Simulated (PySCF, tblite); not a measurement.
Isomers of [C9H7P2]- (charge -1), one GFN2-xTB conformer each. Single-point energies are computed at PBE0/pcSseg-1 (PySCF, gas phase, no added dispersion term), electronic only.

| SMILES | GFN2-xTB relative energy (kJ/mol) |
| --- | --- |
| c1ccc(-c2c[p-]cp2)cc1 | 3.1 |
| c1ccc(-c2pcc[p-]2)cc1 | 0.0 |

Conformers: `[cH:1]1[cH:2][cH:3][c:4](-[c:5]2[cH:6][p-:7][cH:8][p:9]2)[cH:10][cH:11]1` (charge -1) with C3–C4–C5–C6 19°; `[cH:1]1[cH:2][cH:3][c:4](-[c:5]2[p:6][cH:7][cH:8][p-:9]2)[cH:10][cH:11]1` (charge -1) with C3–C4–C5–P6 -1°.

Question: What does PBE0/pcSseg-1 give for the same structures?

Answer: 
| SMILES | PBE0/pcSseg-1 E (Eh) | PBE0/pcSseg-1 (kJ/mol) | GFN2-xTB (kJ/mol) | point group |
| --- | --- | --- | --- | --- |
| c1ccc(-c2c[p-]cp2)cc1 | -1029.18291 | 0.0 | 3.1 | C1 |
| c1ccc(-c2pcc[p-]2)cc1 | -1029.18172 | 3.1 | 0.0 | – |

GFN2-xTB puts c1ccc(-c2pcc[p-]2)cc1 lowest instead. Neighbours under 21 kJ/mol apart (c1ccc(-c2c[p-]cp2)cc1 and c1ccc(-c2pcc[p-]2)cc1) can change places with a better method, another conformer or zero-point energy.

Question: What happens when harmonic zero-point energies from GFN2-xTB frequencies are added?

Answer: 
```csv
SMILES,ZPE (kJ/mol),electronic (kJ/mol),with ZPE (kJ/mol)
c1ccc(-c2c[p-]cp2)cc1,332.8,0.0,0.0
c1ccc(-c2pcc[p-]2)cc1,332.3,3.1,2.6
```

The zero-point energies span 0.5 kJ/mol. The order is unchanged.
